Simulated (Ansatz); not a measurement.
Geometry optimisation, RKS revPBE/def2-SVP (Ansatz 0.2.0).

The input (input.yaml):

```yaml
crystal:
  periodic: [false, false, false]
  atoms:
    - { symbol: C, position_ang: [-1.1199, 0.5245, -1.1653] }
    - { symbol: In, position_ang: [0.3435, -0.9745, -0.8141] }
    - { symbol: Si, position_ang: [1.1752, -0.3278, 0.8261] }
    - { symbol: O, position_ang: [0.1673, -0.6371, 2.1015] }
    - { symbol: F, position_ang: [1.6011, 1.3039, 0.8158] }
    - { symbol: H, position_ang: [-1.1231, 1.6147, -0.7675] }
    - { symbol: H, position_ang: [-1.9604, 0.0113, -0.6766] }
    - { symbol: H, position_ang: [-1.3213, 0.632, -2.2754] }
    - { symbol: H, position_ang: [0.5993, -0.9501, -0.9803] }
    - { symbol: H, position_ang: [0.75085, -1.21948, 2.64959] }
    - { symbol: H, position_ang: [-0.7266, -0.1334, 1.8801] }
basis:
  gaussian: { orbitals: def2-SVP }
hamiltonian:
  xc: revpbe
relax:
  f_tol: 0.02
  max_steps: 50
```

Command:

```bash
$ ansatz run input.yaml --threads 2 --pin off --max-ram 3072MiB --backend cpu --events-out ev --progress --plain --runs-dir out
```

Problem. Where does it end, and by what steps?

Solution. The forces met the threshold. After 49 steps the energy has fallen by 438.959 eV; H9 moved furthest, 2.92 Å. The start is strongly strained (largest force component 2506 eV/Å), so its close contacts needn't be bonds. Parted: C1–In2, In2–H9, O4–H11. Joined: C1–H11, In2–O4, Si3–H9.

| step | energy less start (eV) | largest force component (eV/Å) | accepted |
| --- | --- | --- | --- |
| 0 | 0.0000 | 2505.979 | yes |
| 2 | -395.7867 | 144.555 | yes |
| 4 | -423.1194 | 39.533 | yes |
| 6 | -433.0486 | 5.770 | yes |
| 8 | -435.2551 | 1.312 | yes |
| 10 | -436.0802 | 0.827 | yes |
| 12 | -436.3296 | 0.644 | yes |
| 14 | -436.4036 | 0.435 | yes |
| 16 | -436.5348 | 0.385 | yes |
| 18 | -436.6590 | 0.698 | yes |
| 20 | -437.0234 | 1.433 | yes |
| 22 | -437.6153 | 2.633 | yes |
| 24 | -438.1737 | 0.428 | yes |
| 26 | -438.4720 | 0.632 | yes |
| 28 | -438.7327 | 0.553 | yes |
| 30 | -438.8108 | 0.442 | yes |
| 32 | -438.8410 | 0.248 | yes |
| 34 | -438.8646 | 0.354 | yes |
| 36 | -438.8784 | 0.183 | yes |
| 38 | -438.9022 | 0.455 | yes |
| 40 | -438.9205 | 0.581 | no |
| 42 | -438.9471 | 0.062 | yes |
| 44 | -438.9490 | 0.118 | yes |
| 46 | -438.9533 | 0.082 | yes |
| 48 | -438.9566 | 0.125 | yes |
| 49 | -438.9590 | 0.010 | yes |

```xyz
11
Properties=species:S:1:pos:R:3
C -2.156 1.268 -0.756
In 1.282 -2.315 -0.519
Si 2.240 -0.245 1.397
O 1.033 -1.551 1.785
F 1.339 0.211 -0.065
H -2.428 2.303 -0.474
H -2.835 0.559 -0.244
H -2.263 1.148 -1.852
H 3.048 -1.383 0.549
H 0.233 -1.219 2.235
H -1.108 1.067 -0.464
```

Whether the end is a true minimum wasn't checked by a vibrational analysis.

Run time: 3.2 min on 2 threads of Arm Neoverse V1, on a shared host, peak memory 0.26 GiB.
